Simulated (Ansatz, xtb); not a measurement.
## Relative energy of two isomers of C7H7ClO

We compare X, `C=C1C=C(Cl)/C(=C\O)C1`, a singlet, with Y, `CC1=CC(Cl)=C(C=O)C1`, a singlet. Both are isolated molecules in the gas phase, relaxed with B3LYP-D3(BJ)/def2-SVP; the shapes shown needn't be the lowest conformers.

X (Å):

```xyz
16

C     1.0232    0.3289   -0.3258
C     0.3266   -0.8094   -0.4926
C     0.6640   -1.9081   -1.3883
C    -0.2736   -2.8845   -1.2850
C    -1.3259   -2.5672   -0.3321
C    -2.4109   -3.2888    0.0290
C    -0.9686   -1.1914    0.2230
Cl   -0.2305   -4.3740   -2.1987
O    -2.7917   -4.5004   -0.4120
H     1.9433    0.5152   -0.8849
H     0.6924    1.1021    0.3720
H     1.5370   -1.9358   -2.0392
H    -3.1101   -2.8923    0.7719
H    -2.1522   -4.8243   -1.0686
H    -1.7601   -0.4511    0.0209
H    -0.8192   -1.2177    1.3149
```

Y (Å):

```xyz
16

C     2.9694    0.0144   -1.1990
C     1.8299   -0.0308   -0.2376
C     1.8861   -0.1054    1.1183
C     0.5266   -0.1251    1.6397
C    -0.3883   -0.0635    0.6256
C    -1.8395   -0.0583    0.7117
C     0.3843    0.0021   -0.6633
Cl    0.1890   -0.2155    3.3313
O    -2.5740   -0.0001   -0.2574
H     2.9243   -0.8323   -1.9056
H     2.9354    0.9333   -1.8093
H     3.9389   -0.0199   -0.6818
H     2.7801   -0.1452    1.7405
H    -2.2503   -0.1124    1.7499
H     0.1426    0.9161   -1.2355
H     0.1310   -0.8407   -1.3318
```

Quicker runs give these differences E(Y) − E(X): GFN2-xTB −5.6 kcal/mol; HF/STO-3G −15.9 kcal/mol (at GFN2-xTB geometries); r2SCAN-D4/def2-SVP −12.0 kcal/mol (at GFN2-xTB geometries).

Estimate E(Y) − E(X) at the level CCSD(T)/def2-SVP + ΔMP2/def2-TZVPP.

Calculated at CCSD(T)/def2-SVP + ΔMP2/def2-TZVPP: E(Y) − E(X) = −11.0 kcal/mol, so structure Y lies lower.

Level by level:

```csv
level,geometry,E(Y) − E(X) (kcal/mol),departure from the last row (kcal/mol),"job, with rough time for the two"
GFN2-xTB,GFN2-xTB,−5.6,+5.4,"optimisation, 0.15 s"
HF/STO-3G,GFN2-xTB,−15.9,−4.9,"single point, 0.95 s"
r2SCAN-D4/def2-SVP,GFN2-xTB,−12.0,−1.0,"single point, 11 s"
B3LYP-D3(BJ)/def2-SVP,B3LYP-D3(BJ)/def2-SVP,−11.4,−0.4,"optimisation, 88 s"
HF/def2-SVP,B3LYP-D3(BJ)/def2-SVP,−15.3,−4.3,part of the CCSD(T) run
MP2/def2-SVP,B3LYP-D3(BJ)/def2-SVP,−16.2,−5.2,part of the CCSD(T) run
CCSD(T)/def2-SVP,B3LYP-D3(BJ)/def2-SVP,−14.5,−3.5,single point
CCSD(T)/def2-SVP + ΔMP2/def2-TZVPP,B3LYP-D3(BJ)/def2-SVP,−11.0,,"single point, 6.7 min"
```

As drawn, Y has 1 C–C, 1 C=O, 1 C–H in place of 1 C=C, 1 C–O, 1 O–H.

None of the levels shown reverses the order. The largest departure from CCSD(T)/def2-SVP + ΔMP2/def2-TZVPP is that of GFN2-xTB, 5.4 kcal/mol. The last row adds to CCSD(T) the change of the MP2 difference between the two basis sets, here +3.5 kcal/mol, a large step that makes the value less sure.

With thermal terms from frequencies at re-optimised GFN2-xTB minima (ideal gas, soft modes damped towards free rotors, one conformer each, 298.15 K, 1 atm): on the last row, ΔE + ΔZPE = −11.4, ΔH = −11.0, ΔG = −12.2 kcal/mol.

The correlated steps freeze 13 core orbitals. Run with Ansatz 0.2.0, xtb 6.7.1; the last row on 2 threads of Arm Neoverse V2 on a shared host.
